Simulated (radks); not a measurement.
Values are calculated unless marked as measured or tabulated.
Task: Mean orbital radii <r> (bohr) of the germanium ion Ge3+, [Ar] 3d10 4s1, of relativity; Dirac values are averaged over j with weights 2j + 1. Spin-unpolarised spherical Kohn-Sham, PBE, point nucleus unless stated (finite: rms radius 4.0742 fm), a radial shooting solver on a logarithmic mesh with Libxc functionals. A level marked "c x" has the speed of light scaled by that factor.

| shell | non-rel. |
|---|---|
| 1s | 0.04785 |
| 2s | 0.2139 |
| 2p | 0.1853 |
| 3s | 0.6348 |
| 3p | 0.6510 |
| 3d | 0.7215 |
| 4s | 1.876 |

Give the values at the level "Dirac, finite nucleus".

Result: 
shell  Dirac, finite nucleus  change of magnitude (%)
1s                   0.04700                    -1.79
2s                    0.2098                    -1.90
2p                    0.1836                    -0.88
3s                    0.6239                    -1.71
3p                    0.6463                    -0.73
3d                    0.7247                    +0.45
4s                     1.849                    -1.42
